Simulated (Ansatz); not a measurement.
CH3BOSe (`BC(O)=[Se]`), relaxed with RKS PBE-D4/def2-SVP in the Gaussian-basis code of Ansatz from a rough embedded geometry. The force threshold is 0.03 eV/Å; the program also tests the step.

The species carries charge 0 and has multiplicity 1.

Start:

```xyz
7

B    -0.560    0.204    0.823
C     0.263    0.178   -0.452
O     0.711   -1.009   -0.948
Se    0.896    1.995   -1.668
H    -0.941    1.307    1.258
H    -0.876   -0.731    1.461
H     0.507   -1.943   -0.474
```

By how much does the energy fall, and how many steps does the optimiser take? (An estimate is asked.)

Computed: 2.53 eV, in 18 steps, 1 of them rejected.

Which bonds change most? (Best estimate.)

Computed: B1–Se4 from 3.396 to 2.322 Å; C2–Se4 from 2.276 to 1.801 Å; O3–H7 from 1.068 to 0.983 Å; C2–O3 from 1.362 to 1.315 Å.

Give the relaxed structure. (Best estimate.)

The calculation gave: 
```xyz
7

B    -0.408    0.413    0.773
C     0.333   -0.059   -0.489
O     0.528   -1.090   -1.281
Se    1.038    1.595   -0.607
H    -1.560    0.799    0.678
H     0.077    0.184    1.867
H    -0.007   -1.842   -0.941
```
